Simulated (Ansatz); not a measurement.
Geometry optimisation, Ansatz 0.2.0, RKS r2SCAN/def2-mTZVP.

The input (input.yaml):

```yaml
crystal:
  periodic: [false, false, false]
  atoms:
    - { symbol: Sn, position_ang: [-0.745066, -0.072822, 0.219298] }
    - { symbol: F, position_ang: [0.362527, 0.50026, 1.728691] }
    - { symbol: "N", position_ang: [0.994465, -0.355145, -0.773799] }
    - { symbol: H, position_ang: [1.587339, 0.041683, -0.038494] }
    - { symbol: H, position_ang: [-1.806138, 1.199241, -0.229909] }
    - { symbol: H, position_ang: [-1.521071, -1.509351, 0.711398] }
    - { symbol: H, position_ang: [1.127845, 0.196134, -1.617285] }
basis:
  gaussian: { orbitals: def2-mTZVP }
hamiltonian:
  xc: r2scan
relax:
  f_tol: 0.03
  max_steps: 50
output:
  orbitals: {}
```

Command:

```bash
$ ansatz run input.yaml --threads 2 --pin off --max-ram 3072MiB --backend cpu --events-out ev --progress --plain --runs-dir out
```

Q: Where does it end, and by what steps?

A: It converged. After 10 steps the energy has fallen by 0.295 eV; H4 moved furthest, 0.99 Å.

```tsv
step	energy less start (eV)	largest force component (eV/Å)	accepted
0	0.0000	0.419	yes
1	-0.1350	0.528	yes
2	-0.1850	0.858	yes
3	-0.1112	0.993	no
4	-0.2188	0.314	yes
5	-0.2342	0.269	yes
6	-0.2562	0.210	yes
7	-0.2805	0.126	yes
8	-0.2907	0.136	yes
9	-0.1685	0.787	no
10	-0.2945	0.023	yes
```

```xyz
7
Properties=species:S:1:pos:R:3
Sn -0.681 -0.015 0.326
F -0.094 0.866 1.973
N 0.879 -0.224 -0.942
H 1.643 -0.786 -0.576
H -1.817 1.055 -0.354
H -1.206 -1.552 0.835
H 1.275 0.655 -1.262
```

Whether the end is a true minimum wasn't checked by a vibrational analysis.

Time of the run: 22 s on 2 threads of Arm Neoverse V2 (shared host), peak memory 0.17 GiB.
